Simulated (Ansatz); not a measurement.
The cluster AlO3H3. The state is a singlet with charge 0. Geometry PBE0-D4/def2-TZVP, basis def2-TZVP, Ansatz.

```xyz
7

Al    0.000    0.000   -0.001
O     1.103    0.863    0.944
O    -1.510    0.667   -0.357
O     0.408   -1.529   -0.589
H    -2.163    0.213   -0.886
H     0.912    1.729    1.298
H     1.250   -1.943   -0.409
```

```
run  HOMO (eV)  LUMO (eV)
  A     -13.42       2.36
  B      -7.51      -1.51
  C     -11.52       1.15
  D      -8.60      -0.80
  E     -10.69       0.24
  F      -7.68      -0.75
```

HSE06 is defined as in plane-wave codes, on full-range PBE exchange. The structure comes from a short search, and lower isomers may exist.

Task: The runs used BHLYP, HF, HSE06, LDA (SPW92), r2SCAN, ωB97M-V. Estimate which is which.

Result: A HF (100 % exact exchange); B LDA (SPW92) (0 % exact exchange); C ωB97M-V (range-separated); D HSE06 (range-separated); E BHLYP (50 % exact exchange); F r2SCAN (0 % exact exchange). Exact exchange lowers occupied and raises empty levels; among semilocal functionals meta-GGAs tend to open the gap a little, and such runs are hard to tell apart. The gap grows from 6.00 eV (LDA (SPW92)) to 15.78 eV (HF).
